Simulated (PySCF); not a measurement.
H₄N₂Zn, singlet, at a GFN2-xTB geometry (such geometries of metal compounds can be far from the true shape).

The PySCF input:
```python
from pyscf import gto, scf, mcscf, mrpt
import numpy

mol = gto.Mole()
mol.atom = '''
    Zn    0.006582    0.146942    0.063914
    N     1.151653    0.235476   -1.365862
    H     1.938844   -0.397383   -1.318310
    H     1.519156    1.119459   -1.685020
    N    -1.188519   -0.770571    1.111702
    H    -2.137879   -0.829503    0.769422
    H    -1.259519   -0.555170    2.095613
'''
mol.basis = '6-31g'
mol.charge = 0
mol.spin = 0
mol.verbose = 4
mol.build()

mf = scf.RHF(mol)
mf.kernel()
mc = mcscf.CASCI(mf, 5, 6)
mc.fix_spin_(ss=0.0)
mc.kernel()
occ = numpy.linalg.eigvalsh(mc.fcisolver.make_rdm1(mc.ci, mc.ncas, mc.nelecas))[::-1]
ss = mc.fcisolver.spin_square(mc.ci, mc.ncas, mc.nelecas)[0]
print('natural occupations', occ.round(4), ' <S^2>', round(ss, 4))
e2 = mrpt.NEVPT(mc).kernel()
print('E(NEVPT2) = %.10f' % (mc.e_tot + e2))
```

**Question.** What does this run give for the NEVPT2 correction, total energy, SCF-reference Mulliken (on the basis functions themselves) charges in atom order, SCF-reference dipole moment?

**Answer.** 
```
Quantity                                                                                                                                    Result
--------------------------------------------------------------------------------  ----------------------------------------------------------------
NEVPT2 correction                                                                                                                       -0.4877 Eh
total energy                                                                                                                       -1889.167023 Ha
SCF-reference Mulliken (on the basis functions themselves) charges in atom order  Zn1 0.98, N2 -1.12, H3 0.31, H4 0.31, N5 -1.11, H6 0.31, H7 0.31
SCF-reference dipole moment                                                                                                                 3.10 D
```
